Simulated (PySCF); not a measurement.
## Correlation energy of Sn⁺ (tin, charge +1)

[Kr] 4d10 5s2 5p1, 2P determinant. All numbers are calculated (PySCF 2.14, scalar relativity through the core potential, in def2-QZVPPD with the def2 core potential (28 electrons)). Frozen: 4s2 4p6 4d10; 3 electrons correlated.

```json
{"level": "CCSD", "correlation energy (mhartree)": "-45.49"}
{"level": "(T)", "correlation energy (mhartree)": "-0.74"}
{"level": "CCSD(T)", "correlation energy (mhartree)": "-46.23"}
```

Diagnostics: T1 = 0.011, D1 = 0.0243, largest double amplitude 0.092.

Cost of the coupled-cluster step: roughly 10 core-seconds, for 3 correlated electrons.
